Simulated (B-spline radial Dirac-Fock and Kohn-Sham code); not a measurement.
## Eu¹⁵⁺: eigenvalues, ΔSCF and the reference

System: Eu¹⁵⁺, configuration [Kr] 4d10 4f2.

The density-functional columns are spherical, spin-unpolarised Dirac-Kohn-Sham results without Breit or QED terms: −ε is minus the orbital energy of the initial state and ΔSCF the difference of two total energies. The reference in the last column comes from Dirac-Fock energy differences between relaxed states, corrected for Breit and QED terms. All numbers are from a B-spline atomic structure program, in eV; a selection of levels is shown. For the 1s level of heavy atoms much of the gap between ΔSCF and the reference is the Breit and QED part, -204.7 eV here; for other levels the error of the functional can be larger.

```csv
level,LDA −ε,LDA ΔSCF,Dirac-Fock
1s,48586.8,49045.7,48853.6
2s,8242.3,8334.0,8393.6
2p1/2,7839.5,7952.9,7953.4
2p3/2,7192.2,7295.6,7313.1
3s,2062.9,2098.1,2142.7
3p1/2,1888.4,1925.1,1953.6
3p3/2,1756.4,1791.3,1820.6
3d3/2,1453.0,1492.3,1497.5
3d5/2,1424.3,1463.0,1469.4
4s,651.4,670.1,690.2
4p1/2,583.1,601.5,614.6
4p3/2,551.9,569.7,583.3
4d3/2,438.1,455.5,455.9
4d5/2,432.2,449.4,450.1
4f,294.3,310.9,308.1
```

Values without a named source are computed, but for edge energies of neutral atoms, which are taken from tables.
